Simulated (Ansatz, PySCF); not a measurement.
Gas-phase reaction 1.5 R1 → P1, each structure at its B3LYP-D3(BJ)/def2-TZVP stationary point, reached from a drawn start (curvature not checked).
P1, O3 (SMILES O=[O+][O-]) (charge 0, multiplicity 1):
```json
[
 {"atom": "O", "x (Å)": "0.0000", "y (Å)": "0.0000", "z (Å)": "-0.4286"},
 {"atom": "O", "x (Å)": "1.0762", "y (Å)": "0.0000", "z (Å)": "0.2143"},
 {"atom": "O", "x (Å)": "-1.0762", "y (Å)": "0.0000", "z (Å)": "0.2143"}
]
```
R1: O2 (SMILES O=O), charge 0, multiplicity 3.

P less R. No zero-point or thermal terms; singlets are restricted closed shells; open shells are unrestricted; no spin–orbit coupling.

Correlated levels freeze the cores.

The values were computed with Ansatz (an electronic-structure program); PySCF for the D3/D4 terms. No computed number here is a measurement.

**Question.** One of these levels gives 21.25 kcal/mol for the reaction energy. Which one is it?
A. BHLYP-D4/def2-TZVPP
B. B3LYP-D3(BJ)/def2-TZVPP
C. SCS-MP2/cc-pVQZ

**Answer.** C, SCS-MP2/cc-pVQZ. The others give 45.06 (B3LYP-D3(BJ)/def2-TZVPP), 63.77 (BHLYP-D4/def2-TZVPP)
